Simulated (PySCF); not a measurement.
A structure optimised at PBE0-D3(BJ)/def2-SVP (Å):
```
atom  x, y, z in Å
C1     1.7954    2.3383   -0.2750
C2     1.7818    0.9990   -0.2179
C3     0.7967    0.2047    0.4939
C4     0.6649   -1.1423    0.4321
C5    -0.6143   -1.5966    1.1093
C6    -1.5955   -1.5214   -0.0518
C7    -2.1800   -0.3135   -0.1074
C8    -1.7703    0.4966    1.0536
Cl9   -2.8971    1.6986    1.6649
C10   -0.9988   -0.3820    1.9809
C11   -0.2628    0.7664    1.3632
H12    1.0342    2.9434    0.2257
H13    2.5643    2.8732   -0.8368
H14    2.5564    0.4326   -0.7467
H15    1.2777   -1.8022   -0.1868
H16   -0.5634   -2.5683    1.6216
H17   -1.6512   -2.2872   -0.8288
H18   -2.8141    0.0684   -0.9083
H19   -1.2243   -0.4550    3.0467
H20   -0.0893    1.6875    1.9244
```

Neutral, closed shell.

Question: Which heavy atoms are bonded, and with what formal order?

Answer: C1–C2 1.34 Å (double); C2–C3 1.45 Å (single); C3–C4 1.35 Å (double); C4–C5 1.52 Å (single); C5–C6 1.52 Å (single); C6–C7 1.34 Å (double); C7–C8 1.47 Å (single); C8–Cl9 1.76 Å (single); C8–C10 1.49 Å (single); C10–C11 1.50 Å (single); C3–C11 1.48 Å (single); C5–C10 1.54 Å (single); C8–C11 1.56 Å (single). Bonds to hydrogen (Å): C1–H12 1.09; C1–H13 1.09; C2–H14 1.10; C4–H15 1.09; C5–H16 1.10; C6–H17 1.09; C7–H18 1.09; C10–H19 1.09; C11–H20 1.09.

Question: Write the SMILES.

Answer: `C=CC1=C[C@@H]2C=C[C@@]3(Cl)[C@@H]2[C@@H]13`, C10H9Cl. Among its features: C=C double bond, C–Cl bond and cyclopropane ring.

Question: What is the point group of this geometry?

Answer: C1 (no symmetry element, even within 0.4 Å).

Question: Which rings does it hold (smallest set)?

Answer: C8–C10–C11 (3 members); C5–C6–C7–C8–C10 (5 members, 0.09 Å rms from planarity); C3–C4–C5–C10–C11 (5 members, 0.09 Å rms from planarity).

Question: Classify the heavy atoms.

Answer: C1: terminal =CH2 carbon; C2: alkene CH carbon; C3: fully substituted alkene carbon; C4: alkene CH carbon; C5: sp3 carbon at a ring junction; C6: alkene CH carbon; C7: alkene CH carbon; C8: sp3 C–Cl carbon; Cl9: alkyl chlorine; C10: sp3 carbon at a ring junction; C11: sp3 carbon at a ring junction.

Question: What is the arrangement about C3?

Answer: It has 3 neighbours (C2, C4, C11) and is planar (angles 126.0°, 124.4° and 109.5°, sum 360.0°, 0.02 Å off the plane of its three neighbours).

Question: What is the arrangement about C6?

Answer: It has 3 neighbours (C5, C7, H17) and is almost planar (angles 125.4°, 122.7° and 110.9°, sum 359.0°, 0.07 Å off the plane of its three neighbours).

These are computed values.
